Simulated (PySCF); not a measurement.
WO2Br2 (singlet state).
Bonds: W1–O2, W1–O3, W1–Br4, W1–Br5.

Method: PySCF 2.14.0, PBE0-D3(BJ)/def2-SVP geometry optimisation, gas phase, def2 core potentials past Kr.

**Question.** How far are the bound atoms from W1?

**Answer.** 4 atoms: O2 1.692 Å, O3 1.693 Å, Br5 2.407 Å, Br4 2.413 Å.

**Question.** List the angles at W1.

**Answer.** 
```csv
angle,degrees,distance of the outer atoms (Å)
Br4–W1–Br5,114.3,4.05
O3–W1–Br4,109.3,3.37
O2–W1–Br4,109.2,3.37
O3–W1–Br5,108.8,3.36
O2–W1–Br5,108.5,3.35
O2–W1–O3,106.4,2.71
```

**Question.** What is the shape at W1?

**Answer.** Distorted tetrahedral: angles from 106.4° to 114.3°; τ4 = (360° − α − β)/141° = 0.97 with α and β the two widest (0 for a square, 1 for a tetrahedron). Differences among atoms that C2v makes equivalent are scatter left by the optimiser.

**Question.** What are the rotational constants (commonest isotopes, rigid rotor)?

**Answer.** A = 1803, B = 715.9, C = 581.8 MHz: an asymmetric top.

Point group: C2v (tolerance 0.08 Å). Charge 0, singlet. Stationary, but not proved a minimum.

Hardware: an Arm Neoverse V1 with one thread, shared host. Cost: 2.9 min wall. That covers the optimisation of the geometry.
